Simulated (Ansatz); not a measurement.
Ansatz (a quantum-chemistry and plane-wave program) input file for GaClBr2, SMILES [Cl][Ga]([Br])[Br], PBE0-D3(BJ)/def2-SVP. 

Ansatz 0.2 input:
```yaml
crystal:
  periodic: [false, false, false]
  atoms:
    - {symbol: Ga, position_ang: [0.00000000, 0.00000000, 0.41568838]}
    - {symbol: Cl, position_ang: [-0.00000000, -0.00000000, 2.49711214]}
    - {symbol: Br, position_ang: [-0.00000000, 1.94421619, -0.79053209]}
    - {symbol: Br, position_ang: [-0.00000000, -1.94421619, -0.79053209]}
basis:
  gaussian:
    orbitals: def2-SVP
hamiltonian:
  xc: pbe0
  dispersion: d3bj
relax: {f_tol: 0.002, max_steps: 200}
```

Log of the run:

```
WARN ansatz: RAYON_NUM_THREADS=1 ignored (pool sized by the plan → 1); use --threads N
Functional definition: PBE0
integrals: 0.06 GiB planned
1152 factors; integrals over basis functions are off by at most 6.1e-4 eV
mean field: 0.83 GiB planned
mean field evaluation 1: about -204942.1605 eV, gradient 2.4e1 eV
mean field evaluation 2: about -204941.1754 eV, gradient 3.5e1 eV
mean field evaluation 4: about -204943.2540 eV, gradient 4.4e-1 eV
mean field evaluation 8: about -204943.2583 eV, gradient 4.6e-2 eV
mean field evaluation 16: about -204943.2583 eV, gradient 5.4e-5 eV
mean field -204943.25834732 eV, -7531.5258287340 hartree, gradient 5.4e-5 eV, S^2 0.000000; 0 other end points of the search recorded, 0 dependent functions left out
the calculation of the forces begins
reference -204943.25837231 eV, -7531.5258296524 hartree; 59, 59 occupied and 55, 55 virtual orbitals, 1152 factors
relax step   1: F+E_penalty+E_count = -204943.39260802 eV  Δ(F+E_penalty+E_count) = +0.000e0 eV  max|allowed force component| = 1.263e0 eV/Å  Δτ_max = 0.0000 Å  (27 SCF iters, accepted)
these checks for a lower state are left out or cut short: starts, cluster_reference, orbital_swaps, neighbouring_geometries, increment
integrals: 0.06 GiB planned
1152 factors; integrals over basis functions are off by at most 5.9e-4 eV
mean field: 0.83 GiB planned
mean field -204943.29082607 eV, -7531.5270223064 hartree, gradient 8.9e-5 eV, S^2 0.000000; 0 other end points of the search recorded, 0 dependent functions left out
the calculation of the forces begins
reference -204943.29085103 eV, -7531.5270232234 hartree; 59, 59 occupied and 55, 55 virtual orbitals, 1152 factors
relax step   2: F+E_penalty+E_count = -204943.42519545 eV  Δ(F+E_penalty+E_count) = -3.259e-2 eV  max|allowed force component| = 1.723e-1 eV/Å  Δτ_max = 0.0435 Å  (27 SCF iters, accepted)
these checks for a lower state are left out or cut short: starts, cluster_reference, orbital_swaps, neighbouring_geometries, increment
integrals: 0.07 GiB planned
1152 factors; integrals over basis functions are off by at most 5.9e-4 eV
mean field: 0.83 GiB planned
mean field -204943.29194091 eV, -7531.5270632759 hartree, gradient 8.8e-5 eV, S^2 0.000000; 0 other end points of the search recorded, 0 dependent functions left out
the calculation of the forces begins
reference -204943.29196586 eV, -7531.5270641926 hartree; 59, 59 occupied and 55, 55 virtual orbitals, 1152 factors
relax step   3: F+E_penalty+E_count = -204943.42630789 eV  Δ(F+E_penalty+E_count) = -1.112e-3 eV  max|allowed force component| = 2.272e-2 eV/Å  Δτ_max = 0.0160 Å  (26 SCF iters, accepted)
these checks for a lower state are left out or cut short: starts, cluster_reference, orbital_swaps, neighbouring_geometries, increment
integrals: 0.07 GiB planned
1152 factors; integrals over basis functions are off by at most 5.9e-4 eV
mean field: 0.83 GiB planned
mean field evaluation 32: about -204943.2920 eV, gradient 4.5e-5 eV
mean field -204943.29196001 eV, -7531.5270639776 hartree, gradient 4.5e-5 eV, S^2 0.000000; 0 other end points of the search recorded, 0 dependent functions left out
the calculation of the forces begins
reference -204943.29198495 eV, -7531.5270648944 hartree; 59, 59 occupied and 55, 55 virtual orbitals, 1152 factors
relax step   4: F+E_penalty+E_count = -204943.42632532 eV  Δ(F+E_penalty+E_count) = -1.743e-5 eV  max|allowed force component| = 2.101e-3 eV/Å  Δτ_max = 0.0015 Å  (21 SCF iters, accepted)
these checks for a lower state are left out or cut short: starts, cluster_reference, orbital_swaps, neighbouring_geometries, increment
integrals: 0.07 GiB planned
1152 factors; integrals over basis functions are off by at most 5.9e-4 eV
mean field: 0.83 GiB planned
mean field -204943.29196496 eV, -7531.5270641597 hartree, gradient 1.3e-5 eV, S^2 0.000000; 0 other end points of the search recorded, 0 dependent functions left out
the calculation of the forces begins
reference -204943.29198991 eV, -7531.5270650765 hartree; 59, 59 occupied and 55, 55 virtual orbitals, 1152 factors
relax step   5: F+E_penalty+E_count = -204943.42632545 eV  Δ(F+E_penalty+E_count) = -1.380e-7 eV  max|allowed force component| = 6.098e-4 eV/Å  Δτ_max = 0.0002 Å  (20 SCF iters, accepted)
integrals: 0.07 GiB planned
1152 factors; integrals over basis functions are off by at most 5.9e-4 eV
mean field: 0.83 GiB planned
mean field -204943.29196496 eV, -7531.5270641597 hartree, gradient 1.3e-5 eV, S^2 0.000000; 1 other end points of the search recorded, 0 dependent functions left out
the calculation of the forces begins
reference -204943.29198991 eV, -7531.5270650765 hartree; 59, 59 occupied and 55, 55 virtual orbitals, 1152 factors
Total energy: -204943.42635040 eV, -7531.5320027335 hartree
Atom 0 at     0.000000     0.000000     0.358351 Å, force    -0.000000    -0.000000    -0.000029 eV/Å
Atom 1 at    -0.000000    -0.000000     2.485121 Å, force     0.000000     0.000000    -0.000610 eV/Å
Atom 2 at    -0.000000     1.966927    -0.755868 Å, force     0.000000    -0.000594     0.000320 eV/Å
Atom 3 at    -0.000000    -1.966927    -0.755868 Å, force     0.000000     0.000594     0.000320 eV/Å
Dipole moment:    -0.000000     0.000000    -0.071818 e Å
```

Self-consistency was reached.

Cost: very roughly 29 core-seconds.
